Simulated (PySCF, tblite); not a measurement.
Potential energy curve for SMILES [CH3][Li] (CH3Li), singlet. The C1–Li5 bond (C1 also carries H, H, H; Li5 carries nothing else) is varied alone, starting from the PBE0/def2-TZVP optimised geometry.

Computed with: GFN2-xTB, 300 K electronic temperature (tblite); UKS-B3LYP/6-31G* = PySCF 2.14.0 with unrestricted B3LYP/6-31G*, spherical d; UKS-CAM-B3LYP = unrestricted CAM-B3LYP/cc-pVDZ in PySCF; UKS-r2SCAN = unrestricted r2SCAN/cc-pVDZ (PySCF 2.14.0).

Energies are in kJ/mol, each relative to the lowest point of its own curve near equilibrium.

```tsv
R / Å	GFN2-xTB	UKS-B3LYP/6-31G*	UKS-CAM-B3LYP	UKS-r2SCAN
1.46	99.2	193.8	182.4	190.8
1.57	47.9	101.2	94.8	100.9
1.67	20.8	49.6	46.1	50.4
1.78	___	17.3	15.8	18.4
1.85	1.0	6.5	5.7	7.2
1.89	0.0	___	2.4	3.3
1.96	0.2	0.0	0.0	0.0
2.02	2.2	___	0.8	0.0
2.06	___	2.2	2.6	1.3
2.17	12.1	10.5	11.3	___
2.29	23.7	24.0	25.5	___
2.41	37.2	40.3	42.6	36.5
2.62	62.0	71.6	76.1	66.8
2.93	102.5	117.8	126.5	111.1
3.28	146.8	159.2	173.7	149.2
3.55	177.8	181.1	196.5	169.8
3.94	215.9	202.3	216.4	189.9
4.37	248.5	216.1	227.8	203.6
4.81	—	224.0	233.4	211.5
5.35	—	228.9	236.5	216.5
5.87	—	231.0	237.7	218.8
6.88	—	232.4	238.5	220.3
```

Question: What belongs in the gaps?

Answer: 
- 1.78, GFN2-xTB: 5.4
- 1.89, UKS-B3LYP/6-31G*: 2.8
- 2.02, UKS-B3LYP/6-31G*: 0.6
- 2.06, GFN2-xTB: 4.2
- 2.17, UKS-r2SCAN: 8.5
- 2.29, UKS-r2SCAN: 21.1

Dashes: no converged value, or the column stops at the first point that the program doubted or that broke a chosen test of continuity, which isn't proof of a fault.

The unrestricted determinant behind UKS-B3LYP/6-31G*, UKS-CAM-B3LYP is spin-contaminated at 3.28 to 6.88 Å (<S²> up to 1.0, against 0.00 for a pure singlet). The unrestricted determinant behind UKS-r2SCAN is spin-contaminated at 2.93 to 6.88 Å (<S²> up to 1.0, against 0.00 for a pure singlet).
